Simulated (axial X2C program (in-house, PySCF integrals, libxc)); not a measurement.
## AlW: properties at the nuclei

Calculated with an in-house all-electron X2C program for linear molecules (integrals from PySCF): two-component X2C with atomic mean-field Coulomb and Gaunt terms, Gaussian nuclei, basis W dyall-cv3z, Al dyall-v3z with contracted cores.

R = 2.624 Å (near the PBE0 minimum at charge 0 of the determinant lowest at the starting distance; the state shown can have its own minimum elsewhere).

Determinant lowest in the PBE0 search, Ω = 5/2 (⟨Sz⟩ = 2.46, ⟨Lz⟩ = 0.04 at PBE0), spin on the atoms W 2.41, Al 0.04:

| level | Eeff magnitude (GV/cm) | Ws magnitude W (kHz) | A∥/gI W (MHz) | qzz W (a.u.) | A∥/gI Al (MHz) | qzz Al (a.u.) | μ (D) |
| --- | --- | --- | --- | --- | --- | --- | --- |
| PBE0 | 15.7 | 5.3 | 611 | -0.07 | -8.6 | -0.98 | -0.72 |
| HF | 46.1 | 17.7 | 998 | 0.99 | -11.6 | -0.62 | -1.43 |
| TPSSh | 18.1 | 6.37 | 698 | -0.26 | -6.2 | -0.96 | -0.90 |
| BHandHLYP | 3.02 | 0.0191 | 202 | 0.41 | -9.06 | -0.97 | -0.35 |
| B3LYP | 6.06 | 1.39 | 328 | 0.31 | -7.77 | -0.89 | -0.01 |

Eeff is the effective electric field on the electron electric dipole moment in this Ω state and Ws the scalar–pseudoscalar constant of the nucleus named (defined with the proton number Z and per Ω); A∥ (defined per Ω) follows by multiplying with gI = μI/(I μN); qzz is the electric field gradient, eQq0 = 234.96 MHz × Q/barn × qzz; μ is positive if the Al end (last atom) is positive. The operators were transformed with the bare-nucleus X2C matrices; with these basis sets, hyperfine constants and field gradients can be off by tens of per cent, and where levels differ in sign neither size nor sign is settled.

(1) With gI(27Al) = 1.4566, Q(27Al) = 0.1466 barn (g factors from the IAEA table of nuclear moments by Stone; Q from Pyykkö, Mol. Phys. 2018), turn the PBE0 values of the first state into constants in MHz.

Each state is one determinant with collinear spin, which with several unpaired electrons need not be a pure state. Unrestricted Hartree–Fock can overshoot spin polarisation at the nuclei. This is the top spin component of a Σ state; components of lower Ω are not single determinants and can lie lower. With several open shells hyperfine constants can be off by a factor of several. Where Eeff spreads by more than a factor of two the levels disagree and none is to be relied on. The search compared states at one distance, so a state with another bond length can lie lower. Further determinants of the search, some of them spin-mixed, are not shown. Where a field gradient or hyperfine factor spreads by more than a factor of two over the levels, a constant derived from it is not to be relied on.

## Answers

(1) A∥(27Al) = -8.6 × 1.4566 = -12.5 MHz; eQq0(27Al) = 234.96 × (0.1466) × (-0.98) = -33.8 MHz.
